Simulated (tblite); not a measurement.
C5H6F3O (doublet state).
Numbering: `[CH2:1][CH2:2][O:3]/[C:4]([F:5])=[CH:6]\[CH:7]([F:8])[F:9]` (hydrogens: H10, H11 on C1; H12, H13 on C2; H14 on C6; H15 on C7)

Geometry (GFN2-xTB, Å), atoms numbered from 1 in this order:
```xyz
15
C5H6F3O angstrom
C      2.654    0.804    0.619
C      1.845   -0.204   -0.074
O      0.461    0.071    0.147
C     -0.443   -0.700   -0.438
F      0.058   -1.662   -1.235
C     -1.761   -0.589   -0.298
C     -2.387    0.443    0.573
F     -3.170   -0.131    1.525
F     -3.221    1.246   -0.140
H      2.176    1.616    1.125
H      3.720    0.721    0.598
H      2.052   -0.206   -1.160
H      2.080   -1.223    0.284
H     -2.417   -1.263   -0.821
H     -1.651    1.084    1.079
```

Computed with GFN2-xTB (tblite): harmonic, unscaled wavenumbers at the GFN2-xTB geometry, gas phase. Against measured fundamentals such values can be off by several per cent, at times by over 20. One conformer, not necessarily the lowest. Open shells enter through the occupations alone, without spin polarisation, and single modes of such species can be off by tens of per cent.

Harmonic wavenumbers (cm⁻¹): 25.8, 59.5, 72.3, 94.7, 120.4, 135.5, 229.0, 337.2, 366.3, 404.7, 453.6, 476.5, 517.1, 566.3, 623.3, 765.6, 820.3, 896.8, 965.4, 992.5, 1019.6, 1087.7, 1119.1, 1141.0, 1159.0, 1164.2, 1242.6, 1255.5, 1308.8, 1334.1, 1356.9, 1422.3, 1732.4, 2760.3, 2820.4, 2913.8, 3144.7, 3163.4, 3221.0.

A = 2727, B = 793.5, C = 692.1 MHz; mass 139.037 u (most abundant isotopes); point group C1, symmetry number 1; spin multiplicity 2.

Task: Zero-point energy?

Result: ½Σν̃ = 21645 cm⁻¹ = 61.89 kcal/mol.

Task: Entropy at 500 K, 1 bar (ideal gas, RRHO, classical rotation)?

Result: Translation 43.30, rotation 31.29, vibration 52.36, spin (R ln 2) 1.38: S = 128.3 cal/(mol K).

Task: And Cp and H(500 K) − H(0)?

Result: Cp = 51.24 cal/(mol K), of which vibrations give 43.29 (their classical limit is 39 R = 77.5); H(500 K) − H(0) = 16.21 kcal/mol without the zero-point energy, 12.23 from vibrations.

Task: Which modes carry the vibrational entropy at 500 K?

Result: 25.8 cm⁻¹: 7.16; 59.5 cm⁻¹: 5.50; 72.3 cm⁻¹: 5.11; 94.7 cm⁻¹: 4.58; 120.4 cm⁻¹: 4.10; 135.5 cm⁻¹: 3.87 cal/(mol K); the other 33 give 22.05 together.

Task: What must be added to the electronic energy to get the Gibbs energy at 500 K and 1 bar?

Result: ZPE + [H(500 K) − H(0)] − T·S = 61.89 + 16.21 − 64.16 = 13.94 kcal/mol.

Task: Blend soft modes into free rotors: weight 1/[1 + (100 cm⁻¹/ν̃)⁴] for the oscillator and the rest for a rotor with moment μB/(μ + B), μ = h/(8π²ν), B = 10⁻⁴⁴ kg m². What vibrational entropy results?

Result: 46.26 cal/(mol K) in place of 52.36, which changes −T·S at 500 K by +3.05 kcal/mol.

Task: How do the functions run with temperature in this model?

Result: 
| T (K) | S (cal/(mol K)) | Cp (cal/(mol K)) | H − H(0) (kcal/mol) | G − H(0) (kcal/mol) | ln q(vib) |
| --- | --- | --- | --- | --- | --- |
| 150 | 84.8 | 24.7 | 2.60 | -10.11 | 4.50 |
| 250 | 99.4 | 33.2 | 5.50 | -19.34 | 7.48 |
| 298.15 | 105.6 | 37.2 | 7.19 | -24.28 | 8.82 |
| 400 | 117.6 | 44.9 | 11.39 | -35.65 | 11.52 |
| 600 | 138.1 | 56.3 | 21.59 | -61.29 | 16.44 |
| 900 | 163.0 | 66.3 | 40.13 | -106.61 | 23.03 |

q(vib) and H(0) count from the zero-point level.

Hindered rotation and anharmonicity are outside this model. Other conformers, if any are populated, would add a mixing term that is left out.

The run took 0.43 s on one thread, Arm Neoverse V1 (aarch64), on a shared host. The figure is for the frequency step alone.
